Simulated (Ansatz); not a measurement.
Cl$_{2}$Sc (SMILES [Cl][Sc+][Cl]), charge +1, singlet, at a GFN2-xTB geometry (such geometries of metal compounds can be far from the true shape) (the multiplicity is a formal guess).

Here is a job for Ansatz (an electronic-structure program).
Ansatz 0.2 input:
```yaml
crystal:
  periodic: [false, false, false]
  atoms:
    - {symbol: Sc, position_ang: [0.40621830, -0.00029416, 0.42871085]}
    - {symbol: Cl, position_ang: [1.19503248, 0.37581167, -1.63460469]}
    - {symbol: Cl, position_ang: [-1.69683156, -0.37544829, 1.10502071]}
basis:
  gaussian:
    orbitals: cc-pVDZ
hamiltonian:
  xc: {name: wB97X-V}
total_charge: 1
```

Q: What does this run give for the total energy, number of basis functions?

A: 
```yaml
total_energy: -1680.7432 Eh
number_of_basis_functions: 79
```

Q: Roughly what does it cost on one core?

A: about 14 core-seconds (a rough figure).
